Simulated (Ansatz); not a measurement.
Basis-set extrapolation for C$_{12}$H$_{8}$ (`c1ccc2c(c1)-c1ccccc1-2`) (PBE0-D4/def2-TZVP geometry, frozen core, the Gaussian-basis code of Ansatz). Multiplicity 1, RHF reference.

|  | def2-TZVPP | def2-QZVPP |
| --- | --- | --- |
| HF | -459.170068 | -459.188278 |
| MP2 correlation | -1.861154 | -1.977994 |
| CCSD(T) correlation | -1.991431 | not run |

Energies in hartree. Use E(X) = E(∞) + A·exp(−7.88·√X) for Hartree–Fock and E(X) = E(∞) + B·X^(−2.97) for correlation, with X = 3 and 4, and add CCSD(T) minus MP2 of the smaller set to the MP2 limit.

Question: What is the CCSD(T) energy at the basis-set limit?

Answer: HF limit: -459.188278 + (-0.018210) × 0.13774 = -459.19079. MP2 limit: -1.977994 + (-0.116840) × 0.74074 = -2.06454. Higher-order term: -1.991431 − (-1.861154) = -0.13028. Total: -461.38561 hartree, 588.4 kJ/mol below CCSD(T)/def2-TZVPP.
